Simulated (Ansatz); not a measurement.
Program: Ansatz. Geometries: PBE0-D4/def2-TZVP. ΔE: electronic, gas phase. CBS: MP2 limit from def2 TZ/QZ plus the TZ coupled-cluster correction, frozen cores. This one scheme is used for every species. Functionals use def2-TZVPP. B3LYP here is the variant with VWN-RPA as its local correlation; programs differ in this. For Ge outer-core shells are correlated without core-valence functions, which leaves a few kJ/mol of doubt a bond. Scalar relativity is left out up to krypton. Each species was taken in one conformer, which may not be the lowest.

`[SiH3][SiH2][NH][GeH3]` + `C=C[SiH2]S` → `C=C[SiH2][S][GeH3]` + `N[SiH2][SiH3]`  (ligand exchange at a Ge–N bond)

```tsv
level	ΔE (kcal/mol)
PBE-D4	-11.6
B3LYP-D4	-10.4
RPA@PBE/def2-TZVPP	-7.9
CCSD(T)/def2-SVP	-7.5
MP2/def2-TZVPP	-10.0
SCS-MP2/def2-TZVPP	-8.7
SCS-MP2/def2-QZVPP	-9.2
HF/CBS(def2)	-7.0
```

**Question.** What does CCSD(T)/CBS give? (Best estimate.)

**Answer.** The calculation gave: -10.0 kcal/mol. The listed levels differ from it by -1.6, -0.4, 2.1, 2.5, 0.0, 1.3, 0.8, 3.0 kcal/mol.

Largest T1 diagnostic among the species: 0.012.

Leaving LDA and LC-ωPBE aside and taking each functional with its dispersion term where it has one, the values, not all of them listed here, spread over 2.6 kcal/mol, from revPBE-D4 to B2PLYP. The D4 term adds −1.6 kcal/mol with B3LYP and −0.9 kcal/mol with PBE0; it sums over pairs of atoms, weighted by their polarisabilities, and B3LYP, whose exchange is more repulsive, gets the larger term. At CCSD(T), def2-SVP lies +2.5 kcal/mol from the extrapolated value and def2-TZVPP +1.0 kcal/mol.
